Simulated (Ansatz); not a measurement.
The same path of ClH8HfNO3Si (15 atoms, charge 0, multiplicity 1) was run twice with different band settings. Lost on the way: Hf1–Cl2, O10–H15. Made: Cl2–H15.

Computed with RHF/def2-SVP (Ansatz).

Relaxed end points:

```xyz
15
Properties=species:S:1:pos:R:3
Hf -0.119 -0.140 0.298
Cl -0.881 -0.805 2.549
O 1.807 -0.328 -0.166
H 2.294 -0.773 -0.839
O -1.075 1.345 -0.485
H -1.440 2.115 -0.877
N -0.880 -1.666 -0.844
H -1.648 -1.570 -1.486
H -0.635 -2.640 -0.794
O 1.092 1.409 1.682
Si 2.738 1.812 1.526
H 3.608 0.685 1.884
H 2.976 2.322 0.171
H 2.942 2.901 2.510
H 0.682 1.561 2.525
```

```xyz
15
Properties=species:S:1:pos:R:3
Hf 0.389 0.155 -0.527
Cl -1.450 0.737 2.944
O 1.639 -0.247 -1.949
H 2.193 -0.328 -2.702
O -0.965 1.443 -1.043
H -1.675 2.022 -1.244
N -0.456 -1.637 0.019
H -1.225 -1.750 0.657
H -0.168 -2.549 -0.290
O 1.411 0.918 1.016
Si 2.703 1.491 1.848
H 3.728 0.436 2.025
H 3.322 2.634 1.136
H 2.263 1.952 3.188
H -0.247 0.951 2.574
```

Common settings: spring 5.0 eV/Å²; optimiser quadratic models (default); start path through a guess of the saddle point; force threshold 0.05 eV/Å; iteration limit 60; end points relaxed.

| run | movable images | climbing image |
| --- | --- | --- |
| 1 | 5 | yes |
| 2 | 4 | no |

Task: What does each run give, and how far can it be trusted?

Result: Run 1: converged after 24 iterations, highest image 1.010 eV above the first end. A vibrational analysis at the climbing image gives one clearly imaginary mode, 1083i cm⁻¹: a first-order saddle point.
Run 2: converged after 19 iterations, highest image 0.683 eV above the first end. No image climbed, so the highest image needn't sit at the top of the path.
The orbitals stay closed-shell, which can raise the energy where a bond breaks towards radicals; this wasn't checked here.
